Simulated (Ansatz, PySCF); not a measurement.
Gas-phase reaction (SMILES): F[Si](Cl)(Cl)Cl + N (NH3) -> N[Si](Cl)(Cl)Cl + F (HF); ammonia cleaves one Si-F bond, a model of a ligand-exchange step.

Geometries: B3LYP-D3(BJ)/def2-TZVP minima from Ansatz (a quantum-chemistry and plane-wave program), one conformer each, not searched for the lowest. Cores are frozen in the correlated levels unless marked. No spin-orbit coupling. No relativistic terms. CBS(X,Y): correlation extrapolated as X^-3; Hartree-Fock from the larger set. [CCSD(T)-MP2]/basis is that difference in the basis named. Thermal terms are rigid-rotor harmonic-oscillator values from B3LYP-D3(BJ) frequencies (Ansatz or PySCF) at 298.15 K and 1 atm. 1 Eh = 627.5095 kcal/mol.

```csv
species,"E, RI-MP2/CBS(aug-cc-pV(T+d)Z,aug-cc-pV(Q+d)Z)+[CCSD(T)-MP2]/aug-cc-pV(T+d)Z (Ansatz) (Eh)","E, wB97X-V/def2-TZVPD (Ansatz) (Eh)",H - E (Eh),G - E (Eh)
F[Si](Cl)(Cl)Cl,-1768.42254,-1769.98190,0.01555,-0.02216
N (NH3),-56.50756,-56.56167,0.03799,0.01614
N[Si](Cl)(Cl)Cl,-1724.50925,-1726.06104,0.03959,-0.00133
F (HF),-100.39388,-100.45520,0.01259,-0.00713
```

### Question
Work out ΔE and ΔH, ΔG, ΔS and the equilibrium constant at 298.15 K at the first level, then ΔH at the second.

### Answer

1. ΔE = [(-1724.50925) + (-100.39388)] - [(-1768.42254) + (-56.50756)] = 0.02697 Eh = 16.9 kcal/mol at RI-MP2/CBS(aug-cc-pV(T+d)Z,aug-cc-pV(Q+d)Z)+[CCSD(T)-MP2]/aug-cc-pV(T+d)Z.
2. The terms H - E add up to -0.00136 Eh, so ΔH = (0.02697 + (-0.00136))×627.5095 = 16.1 kcal/mol.
3. The terms G - E add up to -0.00244 Eh, so ΔG = 15.4 kcal/mol, and ΔS = (-0.00136 - (-0.00244))×627509.5/298.15 = 2.3 cal/(mol K).
4. log10 K = -ΔG/(RT ln 10) = -11.3, with RT ln 10 = 1.3642 kcal/mol.
5. At wB97X-V/def2-TZVPD the same steps give ΔE = 17.1 and ΔH = 16.3 kcal/mol, a shift of +0.2 from the first level.
6. These values are not checked against measurement here, since the tables used lack a sound gas-phase enthalpy of formation for at least one species.
